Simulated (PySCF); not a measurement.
**How the method changes the constants of SnH⁻**

State: ³Σ⁻ (triplet), unpaired electrons π ↑↑. Set-up: PySCF, scalar-relativistic core potentials, basis sets Sn aug-cc-pVDZ-PP with ECP28, H aug-cc-pVDZ. De refers to Sn⁻ + H in their high-spin ground configurations, without counterpoise correction. The functionals are run spin-unrestricted. A positive dipole points towards H; it is taken about the centre of mass and depends on that origin.

```csv
Level,Re (Å),ωe (cm⁻¹),De (eV),μ (D),"CPU s a point (SCF and correlation, without the integrals)"
UHF,1.809,1575,1.59,-0.80,0.087
UHF-MP2,1.805,1559,2.21,n/a,0.14
UHF-SCS-MP2,1.814,1532,2.33,n/a,n/a
UHF-CCSD,1.819,1500,2.38,n/a,n/a
UHF-CCSD(T),1.822,1489,2.41,n/a,3.1
LDA,1.819,1509,2.92,-1.07,0.28
PBE,1.839,1459,2.51,-1.16,0.44
r²SCAN,1.816,1524,2.53,-1.01,0.67
PBE0,1.818,1527,2.47,-1.02,0.67
M06-2X,1.826,1513,2.39,-1.15,0.74
LC-ωPBE,1.796,1599,2.46,-0.83,0.6
B2PLYP,1.817,1521,2.53,-1.02,0.41
```

(1) Which functional lies closest to UHF-CCSD(T) in De, which farthest, and by how much do they differ from it?

(2) What does a quarter of exact exchange do here, going from PBE to PBE0?

(3) What does the step from GGA to meta-GGA do here, going from PBE to r²SCAN?

Correlated steps freeze 4 core orbitals. Correlated levels converge slowly with the basis: in double zeta they bind strong bonds too weakly, by up to about 1 eV, and carry superposition errors of some tenths. Spin–orbit coupling is left out, which matters for elements this heavy, above all for dissociation energies. For an ion De counts to the pair picked by the measured ionisation energies or electron affinities, which need not be the lowest pair at this level. The highest Kohn–Sham level is positive in this anion. Much of that is self-interaction error, but it also means that the finite basis helps to hold the extra electron. B2PLYP dipoles, levels and charges come from its SCF part alone. The state was picked by a PBE0 search and need not be the measured ground state.

The whole job (state search and all levels along the bond) took about 1.7 min on 1 thread of Arm Neoverse V1 (shared host), peak memory 0.49 GiB.

Answers

(1) Closest is M06-2X (+0.4 pm in Re, +1.6 % in ωe, -0.02 eV in De against UHF-CCSD(T) in the same basis), farthest LDA (-0.3 pm in Re, +1.3 % in ωe, +0.51 eV in De). CCSD(T) converges more slowly with the basis than the functionals do and binds too weakly in this one, so the order can change at the basis-set limit.

(2) PBE0 less PBE: -2.1 pm in Re, +4.7 % in ωe, -0.04 eV in De. Exact exchange removes part of the self-interaction that spreads semilocal densities, and in most molecules shortens and stiffens the bond and lowers De; so it does here.

(3) r²SCAN less PBE: -2.3 pm in Re, +4.5 % in ωe, +0.02 eV in De.
